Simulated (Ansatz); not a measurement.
`[CH3][SnH3]` + `O[SiH2][SiH3]` → `O[SiH2][SiH2][SnH3]` + CH₄ at 700 K and 1 bar (formal exchange of groups at the Sn–C bond).

Isolated molecules relaxed with PBE0-D4/def2-TZVP in Ansatz; ΔE leaves out vibrations. CBS: MP2 limit from def2 TZ/QZ plus the TZ coupled-cluster correction, frozen cores. This one scheme is used for every species. def2 core potentials past Kr. For Sn outer-core shells are correlated without core-valence functions, which leaves a few kJ/mol of doubt a bond. One conformer a species, not always the lowest.

```tsv
species	CCSD(T)/CBS energy (Eh)	H − E (kJ/mol)	S (J/(mol·K))
`[CH3][SnH3]`	-255.66383	202.9	368.5
`O[SiH2][SiH3]`	-656.96789	215.7	426.7
`O[SiH2][SiH2][SnH3]`	-872.19303	280.3	558.0
CH₄	-40.46206	145.9	224.0
```

H − E and S are ideal-gas, rigid-rotor, harmonic terms from PBE0-D4/def2-TZVP, for one conformer and one mirror image of each species. 1 Eh = 2625.50 kJ/mol, R = 8.31446 J/(mol·K).

**Question.** By hand: ΔE, ΔH, ΔS and ΔG.

**Answer.** ΔE = (-872.19303) + (-40.46206) − (-255.66383) − (-656.96789) = -0.02337 Eh = -61.4 kJ/mol. Δ(H − E) = 280.3 + 145.9 − 202.9 − 215.7 = 7.6, so ΔH = -53.8 kJ/mol. ΔS = 558.0 + 224.0 − 368.5 − 426.7 = -13.2 J/(mol·K). ΔG = -53.8 − 700 × (-13.2)/1000 = -44.6 kJ/mol.

**Question.** By hand: the equilibrium constant, and the temperature at which ΔG would vanish if ΔH and ΔS stayed fixed.

**Answer.** log₁₀ K = −ΔG/(RT ln 10) = 3.3. ΔG = 0 at ΔH/ΔS = 4076 K, far beyond where these terms or the molecules hold.

The number of gas molecules stays the same, so ΔS is small and ΔH decides. A doubt of 5 kJ/mol in ΔE shifts log₁₀ K by 0.4 here. Other conformers and mirror images would add mixing entropy, several J/(mol·K) or more a flexible species. Modes under 60 cm⁻¹, often nearly free rotors, make the harmonic entropy too high. These are equilibria of isolated gas molecules and say nothing of rates. Largest T1 diagnostic: 0.013 (customary marks: 0.02 for closed shells, 0.045 for open ones).
